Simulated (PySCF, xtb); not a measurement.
C3H7InO2, SMILES C=[CH][In]([OH])[O]C. The values are those of a single conformer.

Harmonic wavenumbers (cm⁻¹) from GFN2-xTB (xtb) at its own minimum, in rising order: 49, 50, 72, 79, 90, 124, 183, 237, 317, 332, 410, 419, 444, 666, 891, 935, 992, 1053, 1132, 1137, 1148, 1372, 1412, 1480, 1487, 1651, 2888, 2899, 2924, 3008, 3049, 3051, 3614.

### Question
What does PBE-D3(BJ)/def2-SVP (PySCF) give at its own minimum? (Estimate from the structure and the level; the computed values follow.)

### Answer
47, 63, 83, 90, 97, 147, 204, 261, 323, 439, 475, 505, 583, 827, 942, 956, 996, 1088, 1127, 1145, 1194, 1365, 1417, 1417, 1426, 1601, 2861, 2914, 2964, 3040, 3090, 3136, 3698. Paired by order, the mean absolute difference is 41 cm⁻¹ and the zero-point energies are 56.6 and 57.9 kcal/mol.
